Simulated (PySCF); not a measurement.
Exercise with solution: dipole moment from atomic charges

B(H)(F)(OH) (BFH₂O), SMILES OBF. Atoms are numbered in the order given.

```xyz
5

B     -0.4507    -0.0245     0.0000
H     -1.6438    -0.0351     0.0000
F      0.2058    -1.1781     0.0000
O      0.2856     1.1061     0.0000
H     -0.2394     1.9119     0.0000
```

The structure is a stationary point at B3LYP-D3(BJ)/def2-TZVP. Other conformers were not sampled.

Charges (e) from PySCF with M06-2X/def2-TZVPD:

| atom | IAO | ESP fit |
|---|---|---|
| B1 | 0.556 | 0.572 |
| H2 | -0.037 | -0.132 |
| F3 | -0.345 | -0.257 |
| O4 | -0.563 | -0.572 |
| H5 | 0.388 | 0.390 |

The dipole moment of the full density is 2.52 D.

### Question
What dipole moment does each set of point charges give, and which comes closer to that of the density?

### Answer

μ = Σ q r, and 1 e Å = 4.8032 D.
IAO: Σ q r = (-0.514, 0.513, 0.000) e Å, |μ| = 3.49 D.
ESP fit: Σ q r = (-0.350, 0.406, 0.000) e Å, |μ| = 2.58 D.
ESP fit comes closer in size. Point charges leave out the atoms' own dipoles (lone pairs, polarised bonds); fits to the potential absorb them, partitions of the density don't.
